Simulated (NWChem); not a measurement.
## Correlation energy of silole (C4H6Si)

```xyz
11

C     -0.7405     0.0000     1.2913
C     -1.3553     0.0000     0.0896
Si     0.0000     0.0000    -1.2050
C      1.3553     0.0000     0.0896
C      0.7405     0.0000     1.2913
H     -1.2805     0.0000     2.2452
H     -2.4423     0.0000    -0.0123
H      0.0000     1.2109    -2.0834
H      0.0000    -1.2109    -2.0834
H      2.4423     0.0000    -0.0123
H      1.2805     0.0000     2.2452
```
Charge 0, spin multiplicity 1.

Program: NWChem. All single points use one geometry, from PBE0/def2-SVP, a minimum by its harmonic frequencies. It is one conformer; others weren't searched.

Basis set: def2-SVP. Each correlation energy counts from its own Hartree-Fock reference.

The correlated methods keep 9 core orbitals frozen. No row is a measurement; the coupled-cluster row has its own basis-set and correlation limits.

**Question.** Order these methods by the correlation energy they give, lowest first: MP2, SCS-MP2, CCSD, CR-CCSD[T].

**Answer.** CR-CCSD[T] (-686.9 mHa), CCSD (-667.2 mHa), MP2 (-616.4 mHa), SCS-MP2 (-613.4 mHa)
